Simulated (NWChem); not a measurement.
System meant: C2H6N anion

The following NWChem deck was run.

```
start job
memory heap 200 mb stack 900 mb global 1100 mb
charge -1
geometry units angstroms noautosym nocenter noautoz
  C      1.152322     0.000000     0.155160
  N      0.000000     0.000000    -0.649044
  C     -1.152322     0.000000     0.155160
  H      1.246465    -0.892179     0.867004
  H      1.246465     0.892179     0.867004
  H      2.081738     0.000000    -0.450410
  H     -1.246465    -0.892179     0.867004
  H     -2.081738     0.000000    -0.450410
  H     -1.246465     0.892179     0.867004
end
basis spherical
  * library def2-svp
end
dft
  xc m06-2x
  iterations 150
end
property
  shielding 4 1 2 4 6
end
task dft property
```

End of the output:

```
 Vector   16  Occ=0.000000D+00  E= 3.519015D-01
              MO Center=  1.3D-07,  2.8D-08, -2.3D-01, r^2= 7.4D+00
   Bfn.  Coefficient  Atom+Function         Bfn.  Coefficient  Atom+Function
  ----- ------------  ---------------      ----- ------------  ---------------
    54      1.414816  6 H  s                 64      1.414816  8 H  s
     9      0.753496  1 C  pz                37      0.753496  3 C  pz
    44     -0.536809  4 H  s                 49     -0.536809  5 H  s
    59     -0.536809  7 H  s                 69     -0.536809  9 H  s
     7     -0.399296  1 C  px                35      0.399295  3 C  px

 center of mass
 --------------
 x =   0.00000000 y =   0.00000000 z =  -0.11915282

 moments of inertia (a.u.)
 ------------------
          46.244004678794           0.000000000000           0.000000000000
           0.000000000000         202.149079098783           0.000000000000
           0.000000000000           0.000000000000         178.823077796085

     Multipole analysis of the density
     ---------------------------------

     L   x y z        total         alpha         beta         nuclear
     -   - - -        -----         -----         ----         -------
     0   0 0 0     -1.000000    -13.000000    -13.000000     25.000000

     1   1 0 0     -0.000000     -0.000000     -0.000000      0.000000
     1   0 1 0     -0.000000     -0.000000     -0.000000      0.000000
     1   0 0 1      0.398486      0.307139      0.307139     -0.215792

     2   2 0 0    -20.774150    -65.410245    -65.410245    110.046340
     2   1 1 0      0.000000      0.000000      0.000000      0.000000
     2   1 0 1     -0.000000     -0.000000     -0.000000      0.000000
     2   0 2 0    -19.838163    -15.604097    -15.604097     11.370031
     2   0 1 1     -0.000000     -0.000000     -0.000000      0.000000
     2   0 0 2    -21.450007    -22.599193    -22.599193     23.748379

          -----------------------------------------
          Chemical Shielding Tensors (GIAO, in ppm)
          -----------------------------------------

 ------------------------------------------------------------------------
  xm06: d2 not coded                    0
 ------------------------------------------------------------------------
 ------------------------------------------------------------------------
  current input line :
    25: task dft property
 ------------------------------------------------------------------------
 ------------------------------------------------------------------------
 This error has not yet been assigned to a category
 ------------------------------------------------------------------------
 For more information see the NWChem manual at https://nwchemgit.github.io

0: xm06: d2 not coded:Received an Error in Communication
```

**Question.** What is wrong, and how is it mended?

**Answer.** The program stopped with an error. Cause: this functional's second derivatives, which shieldings need, aren't coded here; the fix takes a hybrid GGA instead. This input runs:
```
start job
memory heap 200 mb stack 900 mb global 1100 mb
charge -1
geometry units angstroms noautosym nocenter noautoz
  C      1.152322     0.000000     0.155160
  N      0.000000     0.000000    -0.649044
  C     -1.152322     0.000000     0.155160
  H      1.246465    -0.892179     0.867004
  H      1.246465     0.892179     0.867004
  H      2.081738     0.000000    -0.450410
  H     -1.246465    -0.892179     0.867004
  H     -2.081738     0.000000    -0.450410
  H     -1.246465     0.892179     0.867004
end
basis spherical
  C library def2-svp
  N library def2-svp
  H library def2-svp
end
dft
  xc pbe0
  iterations 150
end
property
  shielding 4 1 2 4 6
end
task dft property
```
It converges to -134.23540 Ha (PBE0/def2-SVP, GIAO).
